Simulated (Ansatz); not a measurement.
The same hydrogenolysis along the group B, Al, In.

Program: Ansatz. Geometries: PBE0-D4/def2-TZVP. ΔE: electronic, gas phase. CBS: MP2 limit from def2 TZ/QZ plus the TZ coupled-cluster correction, frozen cores. This one scheme is used for every species. DFT in def2-TZVPP. Elements past krypton have def2 core potentials. For Br, In outer-core shells are correlated without core-valence functions, which leaves a few kJ/mol of doubt a bond. Scalar relativity is left out up to krypton. Each species was taken in one conformer, which may not be the lowest.

```json
{"reaction": "`NB(F)Br` + H₂ → `NBBr` + H–F", "CCSD(T)/CBS(def2) (eV)": "?"}
{"reaction": "`[NH2][Al]([F])[Br]` + H₂ → `[NH2][AlH][Br]` + H–F", "CCSD(T)/CBS(def2) (eV)": "1.65"}
{"reaction": "`[NH2][In]([F])[Br]` + H₂ → `[NH2][InH][Br]` + H–F", "CCSD(T)/CBS(def2) (eV)": "0.30"}
```

**Question.** Fill in the missing values. (Estimate.)

**Answer.** Ansatz gave: `NB(F)Br` + H₂ → `NBBr` + H–F: +1.03 eV.

Largest T1 diagnostic: 0.013, for `[NH2][In]([F])[Br]`.
